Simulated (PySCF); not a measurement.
chloro-(4-chlorosilylphenyl)silane (C₆H₈Cl₂Si₂), SMILES c1c(ccc([SiH2]Cl)c1)[SiH2]Cl.

The structure is a stationary point at B3LYP-D3(BJ)/def2-SVP. Other conformers were not sampled.

Computed with B3LYP-D3(BJ)/def2-SVP run with PySCF.

Frequencies are harmonic and unscaled.

```csv
mode,ν (cm⁻¹),IR (km/mol),moving atoms (share of kinetic energy)
1,6,1.1,"Cl 63 %, C 16 %, Si 13 %"
2,15,0.0,"C 50 %, H 19 %, Cl 16 %, Si 15 %"
3,40,1.1,"Cl 52 %, C 36 %"
4,77,0.0,"Cl 76 %, C 12 %, Si 11 %"
5,140,0.1,"C 39 %, Si 33 %, H 28 %"
6,177,8.9,"C 42 %, Cl 34 %, Si 19 %"
7,234,0.0,"C 60 %, H 34 %"
8,269,0.0,"C 51 %, Si 26 %, Cl 14 %, H 9 %"
9,348,0.0,"Si 56 %, C 35 %"
10,395,0.0,"C 69 %, H 31 %"
11,476,15.2,"C 44 %, Si 29 %, Cl 17 %, H 10 %"
12,524,74.6,"C 62 %, Si 20 %, H 18 %"
13,541,0.0,"Si 52 %, Cl 42 %"
14,557,190.0,"Si 52 %, Cl 29 %, C 11 %, H 8 %"
15,590,78.9,"H 72 %, Si 22 %"
16,604,0.0,"H 66 %, Si 20 %, C 13 %"
17,650,0.0,"C 87 %, H 10 %"
18,733,0.4,H 98 %
19,737,0.0,H 97 %
20,752,0.0,"C 77 %, H 23 %"
21,764,0.0,"C 83 %, H 11 %"
22,826,134.1,"H 76 %, C 23 %"
23,877,0.1,"H 79 %, C 21 %"
24,886,594.9,"H 84 %, C 8 %"
25,895,0.0,"H 85 %, Si 10 %"
26,948,232.7,H 94 %
27,950,0.0,H 95 %
28,1000,0.0,"H 72 %, C 28 %"
29,1010,0.0,"H 69 %, C 31 %"
30,1036,3.0,"C 77 %, H 22 %"
31,1125,0.0,C 93 %
32,1133,0.0,"H 67 %, C 33 %"
33,1155,95.2,"C 59 %, H 39 %"
34,1215,0.0,"H 88 %, C 12 %"
35,1323,0.0,"H 77 %, C 23 %"
36,1325,5.0,C 97 %
37,1414,31.3,"C 66 %, H 34 %"
38,1522,5.8,"C 60 %, H 40 %"
39,1589,0.0,"C 91 %, H 9 %"
40,1649,0.0,"C 90 %, H 10 %"
41,2243,218.3,H 98 %
42,2244,0.0,H 98 %
43,2253,0.1,H 95 %
44,2253,196.2,H 95 %
45,3162,3.6,"H 92 %, C 8 %"
46,3163,0.0,H 92 %
47,3177,21.0,"H 91 %, C 9 %"
48,3179,0.0,"H 91 %, C 9 %"
```
